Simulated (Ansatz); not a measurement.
```yaml
crystal:
  periodic: [false, false, false]
  atoms:
    - {symbol: O, position_ang: [0.213530, 1.747095, 0.281655]}
    - {symbol: C, position_ang: [-0.383073, 0.469366, 0.033061]}
    - {symbol: Si, position_ang: [-0.159531, -0.564525, 1.597135]}
    - {symbol: Si, position_ang: [0.366289, -0.352802, -1.495724]}
    - {symbol: H, position_ang: [0.137056, 2.285791, -0.511385]}
    - {symbol: H, position_ang: [-1.470047, 0.561104, -0.126366]}
    - {symbol: H, position_ang: [1.284924, -0.761926, 1.879448]}
    - {symbol: H, position_ang: [-0.799584, -1.888303, 1.366464]}
    - {symbol: H, position_ang: [-0.806195, 0.099807, 2.757885]}
    - {symbol: H, position_ang: [0.339680, 0.643804, -2.605587]}
    - {symbol: H, position_ang: [-0.423515, -1.548601, -1.893689]}
    - {symbol: H, position_ang: [1.777466, -0.746011, -1.248895]}
basis:
  gaussian: {orbitals: aug-pcseg-2}
hamiltonian: {xc: {name: B3LYP-D3}, dispersion: d4, pseudopotentials: {relativity: none}}
scf: {lower_state_search: full}
output: {forces: true}
```

```sh
$ ansatz run in.yaml --threads 4 --pin off --events-out ev --progress --plain --max-ram 10444MiB
```

Q: How does Ansatz answer? (Estimate.)

A: Ansatz gave: The program refused the input.
```
Error: YAML parse error: error: line 18 column 19: hamiltonian.xc: no functional is named "B3LYP-D3"; the names, which are not case-sensitive, are SVWN5, SPW92, PBE, PBE0, PBEsol, revPBE, revPBE0, RPBE, rPW86-PBE, HSE06, wPBEh, LC-wPBE, HISS, HF, BLYP, B3LYP, B3LYP5, BHLYP, CAM-B3LYP, r2SCAN, r2SCANh, r2SCAN0, r2SCAN50, m-r2SCAN, B97, wB97, wB97X, wB97X-V, B97M-V, wB97M-V, B2PLYP, B2GP-PLYP, PBE0-DH, PBE-QIDH
16 | basis:
17 |   gaussian: {orbitals: aug-pcseg-2}
18 | hamiltonian: {xc: {name: B3LYP-D3}, dispersion: d4, pseudopotentials: {relativity: …
19 | scf: {lower_state_search: full}
20 | output: {forces: true}
```

HSE06 is defined as in plane-wave codes.
